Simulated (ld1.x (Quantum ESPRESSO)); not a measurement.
## In: excitation energies, all-electron against TM

```
Element                 : In (Z = 49)
Generator               : ld1.x (Quantum ESPRESSO) 7.5
Type                    : norm-conserving Troullier–Martins (Kleinman–Bylander form)
Functional              : BP86
Relativity              : scalar-relativistic
Frozen core             : [Kr]
Valence charge          : 13
Reference configuration : 4d10 5s2 5p1
Partial waves           : 5s (bound): rc 1.65 bohr; 4d (bound): rc 1.80 bohr; 5p (bound): rc 2.60 bohr
Local potential         : the p channel
Core correction         : Bessel-smoothed model core inside 1.60 bohr
```

Energies are relative to the spin-unpolarised reference configuration 4d10 5s2 5p1; without spin polarisation the order of configurations can differ from experiment.

| valence configuration | charge | ΔE all-electron (eV) | error AE − PS (meV) |
| --- | --- | --- | --- |
| 4d10 5s2 5p0 | +1 | 5.512 | -1.7 |
| 4d10 5s1 5p0 | +2 | 24.951 | -6.5 |
| 4d10 5s0 5p0 | +3 | 53.316 | -60 |
| 4d10 5s0 5p3 | 0 | 12.002 | -9.2 |
| 4d10 5s2 5p1.3 | -0.3 | -0.575 | +0.1 |
| 4d10 5s1 5p1 | +1 | 12.154 | -0.4 |

(1) What are ΔE and the potential's error for 4d9 5s2 5p2?

Answers

(1) ΔE = 18.243 eV all-electron; the error (AE − PS) is -254 meV.
